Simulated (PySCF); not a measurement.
Computed shifts of a molecule CH₅FO₃Si, PBE/pcSseg-1 (PySCF), GIAO, gas phase, atoms alike by connectivity averaged where their shifts nearly agree, in ppm (number of nuclei): ¹³C: 57.4 (1). ²⁹Si: -74.8 (1). ¹⁹F: -180.9 (1). ¹H: 4.12 (3), 2.04 (2). References: ¹³C against TMS (σ = 182.0 ppm); ¹⁷O against H2O (σ = 334.3 ppm); ²⁹Si against TMS (σ = 335.4 ppm); ¹⁹F against CFCl3 (σ = 133.6 ppm); ¹H against TMS (σ = 31.49 ppm), references at their B3LYP-D3(BJ)/def2-TZVP geometries, non-relativistic. Geometry optimised at r2SCAN-D4/def2-SVP. Other conformers were not sampled.

Task: Identify the compound among the candidates.
A) CO[Si](O)(O)F
B) OC[Si](O)(O)F
C) O[Si](O)(O)CF

Result: A, CO[Si](O)(O)F
